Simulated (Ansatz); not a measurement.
Consider the hydrogenolysis of a C–Br bond: `BC(=C)Br` + H₂ → `BC=C` + HBr.

Program: Ansatz. Geometries: PBE0-D4/def2-TZVP. ΔE: electronic, gas phase. CCSD(T)/CBS is the MP2 limit (def2-TZVPP, def2-QZVPP) plus CCSD(T) − MP2 in def2-TZVPP, frozen cores. This one scheme is used for every species. DFT in def2-TZVPP. B3LYP here is the variant with VWN-RPA as its local correlation; programs differ in this. HSE06 is defined as in plane-wave codes. For Br outer-core shells are correlated without core-valence functions, which leaves a few kJ/mol of doubt a bond. Scalar relativity is left out up to krypton.

```
             level  ΔE (kJ/mol)  difference from CCSD(T)/CBS
       LDA (SPW92)        -59.5                          5.7
            PBE-D4        -56.5                          8.7
         revPBE-D4        -51.6                         13.6
           BLYP-D4        -56.0                          9.2
         r2SCAN-D4        -60.7                          4.5
           PBE0-D4        -65.3                         -0.1
          B3LYP-D4        -64.4                          0.8
        r2SCANh-D4        -63.5                          1.7
        r2SCAN0-D4        -67.4                         -2.2
          HSE06-D4        -65.1                          0.1
          BHLYP-D4        -73.1                         -7.9
      CAM-B3LYP-D4        -71.9                         -6.7
           ωB97X-V        -67.5                         -2.3
           ωB97M-V        -67.6                         -2.4
            B2PLYP        -68.9                         -3.7
          PBE-QIDH        -68.2                         -3.0
               PBE        -62.1                          3.1
            revPBE        -64.0                          1.2
              BLYP        -67.9                         -2.7
              PBE0        -70.1                         -4.9
             B3LYP        -73.7                         -8.5
           r2SCANh        -64.9                          0.3
             HSE06        -69.7                         -4.5
             BHLYP        -81.5                        -16.3
           LC-ωPBE        -74.8                         -9.6
RPA@PBE/def2-TZVPP        -65.5                         -0.3
      MP2/def2-SVP        -75.1                         -9.9
     CCSD/def2-SVP        -87.5                        -22.3
  CCSD(T)/def2-SVP        -82.0                        -16.8
     HF/def2-TZVPP        -93.3                        -28.1
    MP2/def2-TZVPP        -58.5                          6.7
SCS-MP2/def2-TZVPP        -63.6                          1.6
   CCSD/def2-TZVPP        -73.5                         -8.3
CCSD(T)/def2-TZVPP        -66.7                         -1.5
     HF/def2-QZVPP        -93.8                        -28.6
    MP2/def2-QZVPP        -57.8                          7.4
SCS-MP2/def2-QZVPP        -63.2                          2.0
      HF/CBS(def2)        -93.9                        -28.7
     MP2/CBS(def2)        -57.0                          8.2
    CCSD/CBS(def2)        -72.0                         -6.8
       CCSD(T)/CBS        -65.2                            0
```

Largest T1 diagnostic among the species: 0.011.

In def2-TZVPP, CCSD(T) changes the Hartree–Fock value by +26.5 kJ/mol (the triples alone add +6.8 kJ/mol) and MP2 by +34.8 kJ/mol. From r2SCAN to r2SCAN0 (25 % exact exchange), in def2-TZVPP and without D4, ΔE moves by −7.0 kJ/mol.
